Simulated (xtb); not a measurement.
1-bromo-3-fluoropropa-1,2-diene (C3H2BrF), SMILES C(=CBr)=CF. All values are semi-empirical tight-binding results from xtb (GFN2-xTB unless named), good for trends rather than for accurate numbers. Coordinates come from a GFN2-xTB optimisation.

```
Item                                           Result
--------------------------------------  -------------
orbital gap                                   4.12 eV
zero-point energy                       23.6 kcal/mol
G − E(el) at 298.15 K (modified RRHO)    4.3 kcal/mol
static polarisability (D4 model)           56.2 bohr³
solvation energy, GFN2-xTB/ALPB(water)  -2.1 kcal/mol
solvation energy, GFN2-xTB/ALPB(thf)    -5.5 kcal/mol
```
